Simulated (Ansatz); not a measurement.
H6OSi3, SMILES `[SiH3][SiH]1O[SiH2]1`. The species carries charge 0 and has multiplicity 1.

| atom | x (Å) | y (Å) | z (Å) |
| --- | --- | --- | --- |
| Si1 | 0.178 | 1.211 | 1.524 |
| Si2 | 0.056 | 0.435 | -0.674 |
| O3 | 1.038 | -0.921 | -1.006 |
| Si4 | -0.485 | -1.617 | -1.240 |
| H5 | 1.492 | 1.854 | 1.800 |
| H6 | -0.901 | 2.213 | 1.734 |
| H7 | -0.017 | 0.071 | 2.458 |
| H8 | 0.194 | 1.514 | -1.691 |
| H9 | -0.738 | -2.065 | -2.631 |
| H10 | -0.816 | -2.694 | -0.274 |

(1) What are the harmonic wavenumbers in cm⁻¹ at PBE0-D4/def2-TZVP (Ansatz, finite differences of forces, unscaled)? (Best estimate.)

(2) Is this a minimum?

(3) Give the ideal-gas thermochemistry at 298.15 K and 1 bar (rigid rotor, harmonic oscillator; point group C1, symmetry number 1).

(4) And at 400, 500, 600, 800 and 1000 K?

Answers

(1) The calculation gave: 91, 107, 150, 374, 433, 490, 517, 528, 546, 650, 698, 755, 798, 860, 893, 930, 938, 967, 2201, 2216, 2225, 2227, 2236, 2242.

(2) Yes, all 24 modes are real.

(3) Zero-point energy 144.0 kJ/mol; H(298) − E = 165.1 kJ/mol; entropy 346.1 J/(mol·K), of which translation 167.1, rotation 113.0, vibration 66.0; G(298) − E = 61.9 kJ/mol. Modes under 100 cm⁻¹ are hindered rotations or soft bends, so the harmonic entropy is rough.

(4) 
| T (K) | H − E (kJ/mol) | S (J/mol/K) | G − E (kJ/mol) |
| --- | --- | --- | --- |
| 400 | 177.8 | 382.6 | 24.7 |
| 500 | 192.1 | 414.6 | -15.2 |
| 600 | 207.9 | 443.4 | -58.1 |
| 800 | 242.6 | 493.2 | -151.9 |
| 1000 | 280.5 | 535.3 | -254.8 |
